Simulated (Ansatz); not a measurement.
B₂FGaH₄O, SMILES `[OH][GaH][BH]BF`, relaxed with RKS PBE0-D4/def2-TZVP in Ansatz 0.2.0 from a PBE-D4/def2-SVP geometry. The force threshold is 0.005 eV/Å; the program also tests the step.

Charge 0, multiplicity 1.

Start:

```xyz
9

O     2.468   -0.753   -0.553
Ga    0.715   -1.176   -0.344
B    -0.517    0.082    0.779
B    -1.465    1.210    0.022
F    -1.177    2.477   -0.297
H     2.736    0.075   -0.113
H     0.410   -2.520   -1.109
H    -0.606   -0.181    1.966
H    -2.564    0.785   -0.350
```

```json
{"step": "1", "energy (eV)": "-58549.2263", "largest force (eV/Å)": "0.780", "largest move (Å)": "0.000"}
{"step": "2", "energy (eV)": "-58549.2548", "largest force (eV/Å)": "0.220", "largest move (Å)": "0.041"}
{"step": "3 (rejected)", "energy (eV)": "-58549.2523", "largest force (eV/Å)": "0.383", "largest move (Å)": "0.058"}
{"step": "4", "energy (eV)": "-58549.2599", "largest force (eV/Å)": "0.053", "largest move (Å)": "0.022"}
{"step": "5", "energy (eV)": "-58549.2606", "largest force (eV/Å)": "0.051", "largest move (Å)": "0.010"}
{"step": "6", "energy (eV)": "-58549.2608", "largest force (eV/Å)": "0.093", "largest move (Å)": "0.042"}
{"step": "7", "energy (eV)": "-58549.2621", "largest force (eV/Å)": "0.047", "largest move (Å)": "0.011"}
{"step": "8 (rejected)", "energy (eV)": "-58549.2620", "largest force (eV/Å)": "0.045", "largest move (Å)": "0.017"}
{"step": "9", "energy (eV)": "-58549.2623", "largest force (eV/Å)": "0.022", "largest move (Å)": "0.008"}
{"step": "10", "energy (eV)": "-58549.2626", "largest force (eV/Å)": "0.010", "largest move (Å)": "0.020"}
{"step": "11", "energy (eV)": "-58549.2627", "largest force (eV/Å)": "0.016", "largest move (Å)": "0.015"}
{"step": "12 (rejected)", "energy (eV)": "-58549.2624", "largest force (eV/Å)": "0.062", "largest move (Å)": "0.042"}
{"step": "13", "energy (eV)": "-58549.2628", "largest force (eV/Å)": "0.011", "largest move (Å)": "0.021"}
{"step": "14", "energy (eV)": "-58549.2628", "largest force (eV/Å)": "0.009", "largest move (Å)": "0.010"}
{"step": "15", "energy (eV)": "-58549.2628", "largest force (eV/Å)": "0.006", "largest move (Å)": "0.002"}
{"step": "16", "energy (eV)": "-58549.2628", "largest force (eV/Å)": "0.003", "largest move (Å)": "0.001"}
```

End:

```xyz
9

O     2.445   -0.704   -0.559
Ga    0.739   -1.215   -0.338
B    -0.538    0.034    0.742
B    -1.476    1.191    0.019
F    -1.086    2.443   -0.199
H     2.664    0.147   -0.176
H     0.452   -2.595   -1.017
H    -0.625   -0.194    1.917
H    -2.575    0.893   -0.390
```

It took 56 s on 4 threads of an Arm Neoverse V1 on a shared host, with 0.5 GiB of host memory at the peak.
